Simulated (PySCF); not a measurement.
CH8AsNSi.
Cartesian coordinates in Å at the PBE0-D3(BJ)/def2-SVP level; atoms count from 1:
```xyz
12
CH8AsNSi angstrom
C      1.7389    0.5499    0.3119
As     0.9095   -1.2098    0.7044
Si    -1.0946   -0.7887   -0.4789
N     -2.0510    0.2953    0.4815
H      2.8186    0.4813    0.5057
H      1.5781    0.8795   -0.7239
H      1.3187    1.2964    1.0014
H      1.5025   -1.9235   -0.5109
H     -1.8812   -2.0485   -0.6460
H     -0.7392   -0.2940   -1.8569
H     -3.0236    0.4436    0.2333
H     -1.6384    1.1623    0.8081
```

The calculation used PySCF, TDDFT CAM-B3LYP/def2-SVPD, vertical, gas phase, core orbitals frozen in the response. Relativistic effects, spin–orbit coupling among them, are left out although an element past zinc is present.

Ground-to-excited transition dipoles (e·a0, same axes as the geometry; the sign carries no meaning), for the states with f of 0.002 or more among the lowest 7:

```tsv
state	E (eV)	μx	μy	μz
S1	5.667	0.007	0.216	0.147
S2	6.250	0.524	0.167	0.173
S3	6.418	-0.359	-0.046	0.082
S4	6.561	-0.882	0.454	-0.814
S5	6.798	-0.252	-0.048	-0.234
S6	7.190	0.069	0.184	0.029
S7	7.449	0.227	0.527	0.294
```

**Question.** Work out the oscillator strengths.

**Answer.** f = (2/3) ΔE |μ|² with ΔE in hartree (27.2114 eV).

| state | \|μ\|² (au) | \|μ\| (D) | f |
| --- | --- | --- | --- |
| S1 | 0.068 | 0.66 | 0.009 |
| S2 | 0.332 | 1.46 | 0.051 |
| S3 | 0.138 | 0.94 | 0.022 |
| S4 | 1.647 | 3.26 | 0.265 |
| S5 | 0.120 | 0.88 | 0.020 |
| S6 | 0.040 | 0.51 | 0.007 |
| S7 | 0.416 | 1.64 | 0.076 |

**Question.** Which bond between heavy atoms lies closest to the direction of the S4 transition dipole?

**Answer.** As2–Si3, at 16° from it; next Si3–N4 at 76°.

**Question.** What angle do the transition dipoles of S4 and S5 make?

**Answer.** |cos θ| = |μa·μb| / (|μa| |μb|) = 0.88, so θ ≈ 29° (taken between 0 and 90°, since the signs are arbitrary).

**Question.** How is the summed strength of these states shared among x, y and z?

**Answer.** (2/3) Σ ΔE μα² gives 0.208 for x, 0.101 for y and 0.140 for z, 0.450 in all.

**Question.** What peak molar absorption coefficient would the strongest computed level give as a lone Gaussian band 0.4 eV wide at half height?

**Answer.** ε(max) = 2.175×10⁸ f / FWHM, with the width in cm⁻¹. S4: 2.175×10⁸ × 0.2647 / 3226 ≈ 18000 L mol⁻¹ cm⁻¹.

The vertical ionisation energy (ΔSCF) is 8.86 eV, 1.42 eV above S7.

One conformer stands for the species.

Without π bonds the low states may be Rydberg-like; a valence basis with one diffuse set may place them up to an eV too high.
